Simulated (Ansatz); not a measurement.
`CN([SiH3])[SiH2]Cl` → `CN[SiH3]` + `[SiH]Cl` at 700 K and 1 bar (silylene formation by 1,1-elimination).

Gas-phase electronic energies from Ansatz, PBE0-D4/def2-TZVP geometries. CCSD(T)/CBS adds triple-zeta CCSD(T) − MP2 to the extrapolated MP2 energy (def2 sets, frozen cores). This one scheme is used for every species. One conformer a species, not always the lowest.

```json
{"species": "`CN([SiH3])[SiH2]Cl`", "CCSD(T)/CBS energy (Eh)": "-1135.59245", "H − E (kJ/mol)": "327.7", "S (J/(mol·K))": "527.0"}
{"species": "`CN[SiH3]`", "CCSD(T)/CBS energy (Eh)": "-386.04948", "H − E (kJ/mol)": "271.2", "S (J/(mol·K))": "396.1"}
{"species": "`[SiH]Cl`", "CCSD(T)/CBS energy (Eh)": "-749.43948", "H − E (kJ/mol)": "49.2", "S (J/(mol·K))": "290.2"}
```

H − E and S are ideal-gas, rigid-rotor, harmonic terms from PBE0-D4/def2-TZVP, for one conformer and one mirror image of each species. 1 Eh = 2625.50 kJ/mol, R = 8.31446 J/(mol·K).

Task: By hand: ΔE, ΔH, ΔS and ΔG.

Result: ΔE = (-386.04948) + (-749.43948) − (-1135.59245) = 0.10349 Eh = 271.7 kJ/mol. Δ(H − E) = 271.2 + 49.2 − 327.7 = -7.3, so ΔH = 264.4 kJ/mol. ΔS = 396.1 + 290.2 − 527.0 = 159.3 J/(mol·K). ΔG = 264.4 − 700 × (159.3)/1000 = 152.9 kJ/mol.

Task: By hand: the equilibrium constant, and the temperature at which ΔG would vanish if ΔH and ΔS stayed fixed.

Result: log₁₀ K = −ΔG/(RT ln 10) = -11.4. ΔG = 0 at ΔH/ΔS = 1660 K.

The number of gas molecules changes by +1, which sets the sign of ΔS. A doubt of 5 kJ/mol in ΔE shifts log₁₀ K by 0.4 here. Other conformers and mirror images would add mixing entropy, several J/(mol·K) or more a flexible species. Modes under 60 cm⁻¹, often nearly free rotors, make the harmonic entropy too high. These are equilibria of isolated gas molecules and say nothing of rates. Largest T1 diagnostic: 0.013 (customary marks: 0.02 for closed shells, 0.045 for open ones).
